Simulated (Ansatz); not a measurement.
BrFGa (`[F][Ga][Br]`) radical. The species carries charge 0 and has multiplicity 2.

```xyz
3

F     1.414   -0.308    0.852
Ga    0.359   -0.275   -0.554
Br   -1.773    0.582   -0.298
```

What are the harmonic wavenumbers in cm⁻¹ at PBE0-D4/def2-TZVP (Ansatz, finite differences of forces, unscaled)? (Best estimate.)

Computed: 129, 283, 658.

Is this a minimum?

Yes, all 3 modes are real.

Give the ideal-gas thermochemistry at 298.15 K and 1 bar (rigid rotor, harmonic oscillator; point group Cs, symmetry number 1).

Zero-point energy 6.4 kJ/mol; H(298) − E = 19.6 kJ/mol; entropy 308.6 J/(mol·K), of which translation 172.8, rotation 109.8, vibration 20.2, electronic 5.8; G(298) − E = -72.4 kJ/mol.

And at 400, 500, 600, 800 and 1000 K?


```
T (K)  H − E (kJ/mol)  S (J/mol/K)  G − E (kJ/mol)
  400            25.0        324.3          -104.7
  500            30.6        336.5          -137.7
  600            36.1        346.7          -171.9
  800            47.5        363.1          -243.0
 1000            59.0        375.8          -316.9
```

Rotational constants (cm⁻¹)?

0.5908, 0.05959, 0.05413.
